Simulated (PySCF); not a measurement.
¹⁹F chemical shifts

Calculated, not measured (PySCF 2.14): geometry: GFN2-xTB, σ from GIAO-PBE0/pcSseg-1. No solvent, non-relativistic, equivalent nuclei averaged, one computed conformer.

Shieldings were converted by a linear fit to measured shifts: ¹⁹F (scatter 6.0 ppm rms, 7.0 ppm with the 5 outliers that the fit left out vs CFCl3, solution or neat liquid, with a term for F on sp3 carbon). A few per cent of atoms miss by over 2 rms, more outside the fitted compound classes.

Give the ¹⁹F shifts of `CN(C)/P=P\CC(F)(F)F`, `Cc1cnn(CC(F)(F)F)c1C`, `O=C(Cl)c1cc(C(F)(F)F)co1`, `CC/C(=C/CF)CCF`, `FC(F)C(=S)C(F)(F)F`.

Answers


```json
{"compound": "CN(C)/P=P\\CC(F)(F)F", "environment": "fluorine of a CF3 group (×3)", "δ (ppm)": "-60.3"}
{"compound": "Cc1cnn(CC(F)(F)F)c1C", "environment": "fluorine of a CF3 group (×3)", "δ (ppm)": "-72.8"}
{"compound": "O=C(Cl)c1cc(C(F)(F)F)co1", "environment": "fluorine of a CF3 group (×3)", "δ (ppm)": "-60.8"}
{"compound": "[CH3:1][CH2:2]/[C:3](=[CH:4]/[CH2:5][F:6])[CH2:7][CH2:8][F:9]", "environment": "F9: fluorine on an sp3 carbon", "δ (ppm)": "-213.1"}
{"compound": "[CH3:1][CH2:2]/[C:3](=[CH:4]/[CH2:5][F:6])[CH2:7][CH2:8][F:9]", "environment": "F6: fluorine on an sp3 carbon", "δ (ppm)": "-219.0"}
{"compound": "[F:1][CH:2]([F:3])[C:4](=[S:5])[C:6]([F:7])([F:8])[F:9]", "environment": "F7/8/9: fluorine of a CF3 group (×3)", "δ (ppm)": "-63.8"}
{"compound": "[F:1][CH:2]([F:3])[C:4](=[S:5])[C:6]([F:7])([F:8])[F:9]", "environment": "F1/3: fluorine of a CF2 group (×2)", "δ (ppm)": "-110.3"}
```
